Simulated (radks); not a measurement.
Problem. Mn16+, configuration [He] 2s2 2p4 3d1 (not the ground configuration). All-electron calculation, scalar-relativistic Kohn-Sham, BLYP, spin-polarised, spherical densities, point nucleus; open shells are filled with parallel spins first. Program: a radial shooting solver on a logarithmic mesh with Libxc functionals. Some entries of the table are withheld. Estimate them.

orbital,occ.,eigenvalue (hartree),<1/r> (bohr^-1),<r> (bohr)
1s up,1,-261.7668,24.96,0.06079
1s down,1,-261.4475,24.98,0.06072
2s up,1,-49.00832,5.564,0.2674
2s down,1,-48.38770,5.539,0.2683
2p up,3,-45.50028,5.463,0.2328
2p down,1,-44.79414,5.444,0.2338
3d up,1,-16.17950,(1),(2)
3d down,0,-15.86355,(3),(4)

Solution. 
(1) 3d up <1/r> (bohr^-1): 2.044
(2) 3d up <r> (bohr): 0.5777
(3) 3d down <1/r> (bohr^-1): 2.019
(4) 3d down <r> (bohr): 0.5854
